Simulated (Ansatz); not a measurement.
Breaking a bond: H4SSi, SMILES [SiH3]S. The Si1–S5 bond (Si1 also carries H, H, H; S5 carries H) is varied alone, starting from the PBE0/def2-TZVP optimised geometry.

Calculation: CCSD(T) on UHF/cc-pVTZ, frozen core (Ansatz, a quantum-chemistry and plane-wave program).

**Question.** Relative to R = 2.14 Å, what are the energies at R = 3.23, 4.33, 5.78, 7.44 Å?

**Answer.** 62.1 kcal/mol at 3.23 Å, 85.3 kcal/mol at 4.33 Å, 86.5 kcal/mol at 5.78 Å, 86.6 kcal/mol at 7.44 Å.

The unrestricted determinant behind UCCSD(T) is spin-contaminated at 2.90 to 7.44 Å (<S²> up to 1.0, against 0.00 for a pure singlet).
